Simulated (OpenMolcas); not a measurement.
An atom or ion with 6 electrons was computed by XMS-CASPT2, IPEA 0.25 Eh, imaginary shift 0.1 Eh with spin-orbit coupling (OpenMolcas, ANO-RCC-VTZP, DKH2). The lowest levels that the run gave, each within 12 % of the measured value where one is at hand:

```
J  Parity  E (cm⁻¹)      g
0    even       0.0       
1    even      45.5  1.501
2    even       135  1.501
2    even     15710  1.000
0    even     32800       
2     odd     44880  2.002
1     odd     90920  0.499
2     odd     90930  1.167
3     odd     90930  1.334
0     odd    109280       
1     odd    109280  1.501
2     odd    109290  1.501
```

Task: Which ion is it, and what are the configurations and terms?

Result: N+ (Z = 7, charge +1; active space 4 electrons in 8 orbitals (2s 2p 3s 3p)). J, parity and g give the terms where levels are pure, and mixed ones are named by the computed weights; the size of the splittings, set against known spectra of the 6-electron sequence, gives the charge. In order, with the measured energies in cm⁻¹ (NIST Handbook of Basic Atomic Spectroscopic Data): 2s² 2p² ³P₀, 2s² 2p² ³P₁ (48.7), 2s² 2p² ³P₂ (131), 2s² 2p² ¹D₂ (15316), 2s² 2p² ¹S₀ (32689), 2s 2p³ ⁵S°₂ (46785), 2s 2p³ ³D°₁ (92251), 2s 2p³ ³D°₂ (92250), 2s 2p³ ³D°₃ (92236), 2s 2p³ ³P°₀ (109223), 2s 2p³ ³P°₁ (109216), 2s 2p³ ³P°₂ (109217).

CASPT2 breaks the degeneracy within a term, and the mean is taken; among the terms shown or strongly mixed into the levels shown the widest spread is 350 cm-1 (2s 2p³ ³D°). The run also gave levels led by 2s² 2p 3s, which use shells meant for correlation; these and all levels above them are left out. Measured partners are found by configuration, term and J. A level has none where our copy of the source lacks it or the pairing is in doubt (some pairs that miss far off the trend of their configuration count as doubtful), and it then counts in no deviation. Only configurations of the active space appear.

° marks odd parity.
